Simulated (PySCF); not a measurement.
Electronic structure of Sc(2+) (scandium, charge +2) at the UHF level

Configuration: [Ar] 4p1, 2P determinant (an excited configuration). Calculation: PySCF 2.14, in aug-cc-pVQZ-DK; scalar relativity by spin-free X2C-1e.

| Item | Value |
| --- | --- |
| Total energy | -762.370450 hartree |
| One-electron energy | -1027.9010 hartree |
| Hartree (Coulomb) energy | 303.3173 hartree |
| Exchange energy | -37.7867 hartree |
| ⟨S²⟩ | 0.7501 |
| ⟨L²⟩ | 2.001 |
| Sum of ⟨r⟩ | 15.12 bohr |
| Sum of ⟨r²⟩ | 26.47 bohr² |
| Traceless quadrupole moment −½Σ⟨3z² − r²⟩ along its main axis | -5.52 e·bohr² |
| Langevin diamagnetic susceptibility | -21.0 ×10⁻⁶ cm³/mol |

```json
{"shell": "1s α", "electrons": "1", "mean orbital energy (eV)": "-4562.7", "spread (eV)": "0", "rms radius, mean of both spins (bohr)": "0.0844"}
{"shell": "1s β", "electrons": "1", "mean orbital energy (eV)": "-4562.6", "spread (eV)": "0", "rms radius, mean of both spins (bohr)": "0.0844"}
{"shell": "2s α", "electrons": "1", "mean orbital energy (eV)": "-548.22", "spread (eV)": "0", "rms radius, mean of both spins (bohr)": "0.370"}
{"shell": "2s β", "electrons": "1", "mean orbital energy (eV)": "-548.17", "spread (eV)": "0", "rms radius, mean of both spins (bohr)": "0.370"}
{"shell": "2p α", "electrons": "3", "mean orbital energy (eV)": "-450.91", "spread (eV)": "0.092", "rms radius, mean of both spins (bohr)": "0.340"}
{"shell": "2p β", "electrons": "3", "mean orbital energy (eV)": "-450.81", "spread (eV)": "0.119", "rms radius, mean of both spins (bohr)": "0.340"}
{"shell": "3s α", "electrons": "1", "mean orbital energy (eV)": "-93.187", "spread (eV)": "0", "rms radius, mean of both spins (bohr)": "1.13"}
{"shell": "3s β", "electrons": "1", "mean orbital energy (eV)": "-92.990", "spread (eV)": "0", "rms radius, mean of both spins (bohr)": "1.13"}
{"shell": "3p α", "electrons": "3", "mean orbital energy (eV)": "-65.137", "spread (eV)": "0.109", "rms radius, mean of both spins (bohr)": "1.23"}
{"shell": "3p β", "electrons": "3", "mean orbital energy (eV)": "-64.910", "spread (eV)": "0.431", "rms radius, mean of both spins (bohr)": "1.23"}
{"shell": "4p α", "electrons": "1", "mean orbital energy (eV)": "-16.567", "spread (eV)": "0", "rms radius, mean of both spins (bohr)": "3.73"}
```

Densities and radii are taken from the X2C orbitals without a picture-change correction, which distorts them close to the nucleus.

Spin-orbit constants ζ (cm⁻¹) from the X2C one-electron operator on these orbitals: bare nucleus, nucleus screened by l(l+1)(2l+1)/3 electrons, and screened by the Breit-Pauli mean field of the electrons.

```
shell   bare  screened nucleus  mean field
   2p  26940             24370         n/a
   3p   2952              2671         n/a
   4p  264.5             239.3         n/a
```

To first order the Landé constant is A = 239.3 cm⁻¹, so the lowest level has J = 1/2 and lies 0.0297 eV below the centre of the term.
